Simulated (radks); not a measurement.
The rubidium ion Rb7+, 30 electrons, occupied as [Ne] 3s2 3p5 3d10 4s2 4p1 (not the ground configuration). Calculated with a radial shooting solver on a logarithmic mesh with Libxc functionals: scalar-relativistic Kohn-Sham, PBEsol, spin-polarised, spherical densities, finite nucleus; open shells are filled with parallel spins first (spin-orbit coupling, left out, can overturn this in heavy ions); Fermi nuclear charge, rms radius 4.2036 fm.

Normalised radial functions P(r) = r R(r), r in bohr:

r         3p down   3d up  4p down
0.001759   0.0023  0.0000   0.0010
0.002272   0.0037  0.0000   0.0015
0.002935   0.0058  0.0000   0.0025
0.003791   0.0093  0.0001   0.0039
0.004897   0.0148  0.0001   0.0062
0.006326   0.0236  0.0002   0.0099
0.008171   0.0373  0.0005   0.0157
0.01056    0.0585  0.0011   0.0246
0.01363    0.0908  0.0022   0.0382
0.01761    0.1388  0.0044   0.0583
0.02275    0.2080  0.0089   0.0874
0.02939    0.3033  0.0176   0.1273
0.03796    0.4266  0.0341   0.1788
0.04904    0.5717  0.0645   0.2390
0.06335    0.7172  0.1181   0.2985
0.08118    0.8178  0.2042   0.3375
0.1049     0.8152  0.3424   0.3302
0.1355     0.6304  0.5407   0.2427
0.175      0.2181  0.7940   0.0577
0.226     -0.3820  1.0698  -0.1997
0.292     -1.0129  1.3030  -0.4430
0.3771    -1.4432  1.4104  -0.5400
0.4872    -1.4987  1.3328  -0.3814
0.6293    -1.1939  1.0787   0.0313
0.8129    -0.7253  0.7287   0.5475
1.05      -0.3244  0.3963   0.9249
1.356     -0.1003  0.1642   0.9743
1.752     -0.0195  0.0474   0.7078
2.263     -0.0021  0.0086   0.3491
2.924     -0.0001  0.0008   0.1086
3.777     0.0000  0.0000   0.0190

3p down: eigenvalue -349.05 eV, 1 radial node at r = 0.193 bohr, <r> = 0.511 bohr, 90 % of the charge inside 0.774 bohr. 3d up: eigenvalue -230.19 eV, 0 radial nodes, <r> = 0.506 bohr, 90 % of the charge inside 0.815 bohr. 4p down (empty): eigenvalue -108.98 eV, 2 radial nodes at r = 0.186, 0.619 bohr, <r> = 1.35 bohr, 90 % of the charge inside 1.95 bohr.
